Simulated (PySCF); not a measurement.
Run record: geometry optimisation, `C=CO[SiH2]Cl`.

Computed with PBE0-D3(BJ)/def2-SVP geometry optimisation, gas phase (PySCF 2.14.0). Start geometry: GFN2-xTB. A driver script takes a list of jobs; this job's settings line and coordinates (Å) are shown.

Command:
```bash
OMP_NUM_THREADS=1 python probes_run.py task.json out
```

Input:
```
{"job": {"xc": "PBE0", "basis": "def2-SVP", "d3": "d3bj", "grid": 1, "shake": 0.01, "kind": "geom"}, "charge": 0, "multiplicity": 1}
C     -1.730620     0.079360     0.239860
C     -0.916450     0.483420    -0.709350
O      0.393710     0.252800    -0.745760
Si     1.608120    -0.421930     0.159210
Cl     2.752960     1.044520     0.829680
H     -1.426180    -0.438730     1.097770
H     -2.786380     0.335920     0.163580
H     -1.219910     1.047510    -1.585620
H      1.086800    -1.171720     1.330910
H      2.288390    -1.232080    -0.801340
```

Output:
```
step   0  E = -903.38562017  max force = 0.035136
step   1  E = -903.39245183  max force = 0.011421
step   2  E = -903.39263486  max force = 0.011176
step   3  E = -903.39366416  max force = 0.004899
step   4  E = -903.39409874  max force = 0.002390
step   5  E = -903.39467585  max force = 0.002615
step   6  E = -903.39518683  max force = 0.006879
step   7  E = -903.39591597  max force = 0.014589
step   8  E = -903.39629466  max force = 0.012098
step   9  E = -903.39687436  max force = 0.005736
step  10  E = -903.39666517  max force = 0.006571
step  11  E = -903.39709110  max force = 0.000705
step  12  E = -903.39711441  max force = 0.000305
step  13  E = -903.39712930  max force = 0.000382
optimisation converged
```

Energies in Eh; «max force» is the largest Cartesian gradient component in Eh/bohr.

Question: How much energy does the optimisation release, in kcal/mol?

Answer: E(step 0) − E(last step) = 0.011509 Eh, which is 7.2 kcal/mol.

Question: At which steps does the energy rise by more than 1e-5 Eh?

Answer: At step 10 (+0.21 mEh).

Main results: final energy -903.39713 Eh after 13 steps; dipole 1.22 D.

On an Arm Neoverse V2 with one thread, shared host, this took 48 s of wall time and 0.43 GiB of memory at its peak.
Labels such as C1 count atoms from 1, the log's own numbers from 0.
